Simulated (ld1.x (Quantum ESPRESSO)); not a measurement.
Lu (Z = 71): from the effect back to the setting (PAW)

Base potential:

```
Element                 : Lu
Generator               : ld1.x (Quantum ESPRESSO) 7.5
Type                    : PAW
Functional              : LDA (PZ)
Relativity              : scalar-relativistic
Frozen core             : [Kr] 4d10
Valence charge          : 25
Reference configuration : 4f13 5s2 5p6 5d2 6s2 6p0
Partial waves           : 5s (bound): rcut 1.50, rcutus 1.80 bohr; 6s (bound): rcut 1.50, rcutus 1.80 bohr; 5p (bound): rcut 2.25, rcutus 2.40 bohr; 6p (bound, empty): rcut 2.25, rcutus 2.40 bohr; 5d (bound): rcut 2.10, rcutus 2.75 bohr; 5d channel at 4.05 Ry: rcut 2.10, rcutus 2.75 bohr; 4f (bound): rcut 0.85, rcutus 0.90 bohr; 4f channel at 0.3 Ry: rcut 0.85, rcutus 0.90 bohr
Local potential         : all-electron potential smoothed inside 2.65 bohr (lloc = -1)
Core correction         : Bessel-smoothed model core inside 0.65 bohr
Augmentation charge     : PSQ, inside the norm-conserving radii
```

Cutoffs, loose and tight: the cutoffs (Ry, on a coarse ladder) from which the occupation-weighted sum of valence levels, in a spherical-Bessel basis at the reference potential, stays within 10 and 1 mRy of its value at 400 Ry. They do not see the model core or the augmentation charge, which bear on the density cutoff. Test errors are all-electron minus pseudo excitation energies from the reference, over the configurations 4f14 5s2 5p6 5d1 6s2 6p0; 4f14 5s2 5p6 5d1 6s1 6p0; 4f14 5s2 5p6 5d1 6s0 6p0; 4f14 5s2 5p6 5d0 6s0 6p0; 4f14 5s2 5p6 5d2 6s0 6p0; 4f14 5s2 5p6 5d1 6s0 6p1; 4f13 5s2 5p6 5d2 6s1 6p0 (two spin-polarised tests are not counted in the largest error); variants that change the core or the reference have their own tests.

Only the scale of all radii but the core radius (base = 1) is moved (2 further runs of the sweep failed or gave no value and are left out):

| scale of all radii but the core radius (base = 1) | cutoff, loose | cutoff, tight | bound ghosts | largest test error (meV) |
| --- | --- | --- | --- | --- |
| 0.91 | 300 Ry | over 300 Ry | none | -191 |
| 1.01 | 260 Ry | over 300 Ry | none | -291 |
| 1.09 | 230 Ry | over 300 Ry | none | test run stopped at test 1 of 9 (negative rho) |
| 1.22 | 180 Ry | 260 Ry | none | test run stopped at test 1 of 9 (negative rho) |
| 1.31 | 160 Ry | 230 Ry | none | test run stopped at test 1 of 9 (negative rho) |
| 1.38 | 140 Ry | 200 Ry | none | test run stopped at test 3 of 9 (negative rho), 2 before it not solved |

Task: One more run gave cutoff, loose: 200 Ry; cutoff, tight: over 300 Ry; bound ghosts: none; largest test error (meV): test run stopped at test 1 of 9 (negative rho). Which value of the scale of all radii but the core radius (base = 1) was used?

Result: 1.13. The loose cutoff moves one way along this sweep, from 300 Ry at 0.91 to 140 Ry at 1.38, which places the run between 1.09 and 1.22.
